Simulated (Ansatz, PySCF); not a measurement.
Spin states of H4MoO5 (SMILES [O]=[Mo]([OH])([OH])([OH])[OH]), each relaxed with B3LYP-D3(BJ)/def2-TZVP.
State 1 (charge 0, multiplicity 1):
```tsv
atom	x (Å)	y (Å)	z (Å)
Mo	0.3270	-0.1165	0.3025
O	1.7720	-0.8157	0.8331
O	-1.2339	0.4980	-0.7175
H	-1.4098	0.3207	-1.6457
O	0.7303	1.6699	0.7164
H	0.0768	2.2860	0.3553
O	0.6888	-0.8544	-1.4359
H	1.5178	-1.3503	-1.4508
O	-0.8324	-0.9609	1.5143
H	-1.7632	-0.8123	1.2937
```
State 2 (charge 0, multiplicity 3):
```xyz
10

Mo     0.552     0.017     0.482
O      1.596    -0.743     1.560
O     -1.441     0.820    -0.174
H     -1.790     0.322    -0.930
O      1.051     1.826     0.305
H      0.519     2.462    -0.189
O      0.526    -0.984    -1.156
H      1.372    -1.247    -1.536
O     -1.133    -0.964     1.025
H     -1.378    -1.645     0.377
```

Singlets are restricted, other states unrestricted; no spin–orbit coupling, no relativity up to Kr; see below for the cores. The largest T1 diagnostic is 0.042.

Correlated levels freeze the inner cores; with def2 sets outer-core shells near the valence are correlated too.

Run with Ansatz (Gaussian basis) for Hartree–Fock, density functionals and correlated methods; PySCF for the dispersion terms. Each number belongs to the level named beside it. In def2 rows elements past Kr take small-core potentials, without spin–orbit coupling.

```json
[
 {"level": "SVWN5/def2-TZVPP", "energy of the multiplicity-3 state less that of the multiplicity-1 state (kcal/mol)": "74.53"},
 {"level": "r2SCAN/def2-TZVPP", "energy of the multiplicity-3 state less that of the multiplicity-1 state (kcal/mol)": "63.65"},
 {"level": "r2SCAN-D4/def2-TZVPP", "energy of the multiplicity-3 state less that of the multiplicity-1 state (kcal/mol)": "63.67"},
 {"level": "B3LYP-D3(BJ)/def2-TZVPP", "energy of the multiplicity-3 state less that of the multiplicity-1 state (kcal/mol)": "59.66"},
 {"level": "B3LYP-D4/def2-TZVPP", "energy of the multiplicity-3 state less that of the multiplicity-1 state (kcal/mol)": "59.77"},
 {"level": "BHLYP-D3(BJ)/def2-TZVPP", "energy of the multiplicity-3 state less that of the multiplicity-1 state (kcal/mol)": "51.31"},
 {"level": "B2PLYP-D4/def2-TZVPP", "energy of the multiplicity-3 state less that of the multiplicity-1 state (kcal/mol)": "67.88"},
 {"level": "CCSD/def2-SVP", "energy of the multiplicity-3 state less that of the multiplicity-1 state (kcal/mol)": "…"},
 {"level": "CCSD(T)/def2-TZVPP", "energy of the multiplicity-3 state less that of the multiplicity-1 state (kcal/mol)": "…"}
]
```

Problem. What belongs in the gaps?

Solution. 
- CCSD/def2-SVP, energy of the multiplicity-3 state less that of the multiplicity-1 state (kcal/mol): 54.97
- CCSD(T)/def2-TZVPP, energy of the multiplicity-3 state less that of the multiplicity-1 state (kcal/mol): 65.91

Doubts at one or more of the structures used: a restricted determinant that unrestricted orbitals would lower (CCSD/def2-SVP, CCSD(T)/def2-TZVPP); a spin-contaminated determinant (CCSD/def2-SVP).

Ansatz is a first-principles code.
